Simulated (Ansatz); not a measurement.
Isolated molecules relaxed with PBE0-D4/def2-TZVP in Ansatz; ΔE leaves out vibrations. CCSD(T)/CBS adds triple-zeta CCSD(T) − MP2 to the extrapolated MP2 energy (def2 sets, frozen cores). This one scheme is used for every species. Functionals use def2-TZVPP. B3LYP here is the variant with VWN-RPA as its local correlation; programs differ in this. HSE06 is defined as in plane-wave codes. One conformer a species, not always the lowest.

`O=C=[N][AlH][Cl]` + H–F → `O=C=[N][AlH][F]` + HCl  (ligand exchange at the Al–Cl bond)

Q: Is it downhill or uphill in electronic energy at CCSD(T)/CBS, and by how much? (Best estimate.)

A: The calculation gave: Downhill: ΔE = -0.22 eV.

Q: What do these levels give: LDA (SPW92), revPBE-D4, HSE06-D4, BHLYP-D4, ωB97M-V, B2PLYP, PBE0, B3LYP, r2SCAN0, CAM-B3LYP, LC-ωPBE, MP2/def2-SVP? (Best estimate.)

A: Ansatz gave: LDA (SPW92) -0.23, revPBE-D4 -0.19, HSE06-D4 -0.16, BHLYP-D4 -0.24, ωB97M-V -0.24, B2PLYP -0.28, PBE0 -0.19, B3LYP -0.31, r2SCAN0 -0.21, CAM-B3LYP -0.33, LC-ωPBE -0.25, MP2/def2-SVP -0.27 eV.

Largest T1 diagnostic among the species: 0.016.

At CCSD(T), def2-SVP lies −0.07 eV from the extrapolated value and def2-TZVPP −0.03 eV. From r2SCAN to r2SCAN0 (25 % exact exchange), in def2-TZVPP and without D4, ΔE moves by +0.03 eV.
